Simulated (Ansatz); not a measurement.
A structure relaxed at r2SCAN-D4/def2-TZVP in Ansatz, charge 0, singlet:

```xyz
3

Na    0.867    1.620   -1.147
Na   -1.052   -1.867   -0.315
Sn    0.185    0.247    1.462
```

Task: Give its formula and point group.

Result: Na2Sn. Point group C2v (tolerance 0.1 Å).

Task: Summarise the bond lengths by kind (pairs closer than 1.2 times the sum of covalent radii, bridged metal pairs left out).

Result: 2 × Na–Sn 3.03 Å.

In the def2 sets Sn takes a core potential; there is no spin–orbit coupling. The restricted singlet is unstable: a solution with broken spin symmetry lies lower. At r2SCAN-D4/def2-TZVP a triplet of charge 0 lies 0.52 eV below the restricted singlet, each at its own geometry. The structure comes from a short search, and lower isomers may exist.
